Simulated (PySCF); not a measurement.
Method: PBE-D3(BJ)/def2-TZVP // B3LYP-D3(BJ)/def2-SVP run with PySCF 2.14.0. Isolated molecules, 0 K electronic values unless said otherwise. One relaxed conformer stands for a flexible species; it need not be the lowest. 

Reference species (SMILES): `Br[Si](Br)(Br)Br` (neutral, multiplicity 1).

The S1 oscillator strength comes out as 0.000. The HOMO–LUMO gap is 4.64 eV and the HOMO is -7.42 eV.

After one change: the S1 oscillator strength is nearly the same; the HOMO–LUMO gap rises by 1.88 eV; the HOMO rises by 1.03 eV.

Task: Name the change that produced these shifts. The new species is one of these.
(A) `CC[Si](Br)(Br)Br` (C–C–Si–Br torsion 60°)
(B) `CC[Si](CC)(CC)CC`
(C) `CC[Si](Br)(CC)CC`
(D) `CC[Si](Br)(Br)CC` (C–C–Si–Br torsion 64°, Br–Si–C–C torsion -178°)

Result: B, `CC[Si](CC)(CC)CC`
